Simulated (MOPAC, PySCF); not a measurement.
System: H2Mg, singlet: symmetric bend, bond length relaxed. Scanned: H-Mg-H angle. Other coordinates (Mg-H bond length) were minimised at B3LYP/def2-TZVP. Each profile is relative to its own lowest point.

```
a / °       A      B      C
------  -----  -----  -----
180       0.0    0.0    0.0
170.84    1.4    1.3    1.2
160.20    6.7    6.0    5.5
149.45   16.2   14.2   13.2
140.47   27.4   24.0   22.2
129.60   45.2   39.5   36.6
120.97   63.0   55.2   51.1
109.35   92.4   81.7   75.5
100.07  121.0  108.1  100.0
91.25   152.9  138.6  128.1
81.03   196.6  181.8      —
70.75   249.5  236.2      —
60      317.1  307.5      —
```

Energies in kJ/mol.

**Question.** Which curve belongs to which method? The methods are AM1, restricted, heats of formation in MOPAC 23.2.5; restricted B3LYP/6-31G*, spherical d (PySCF); restricted LDA (SVWN5)/6-31G*, spherical d (PySCF).

**Answer.** A is AM1; B is RKS-B3LYP/6-31G*; C is RKS-LDA (SVWN5)/6-31G*.

Dashes: no converged value, or the column stops at the first point that the program doubted or that broke a chosen test of continuity, which isn't proof of a fault.
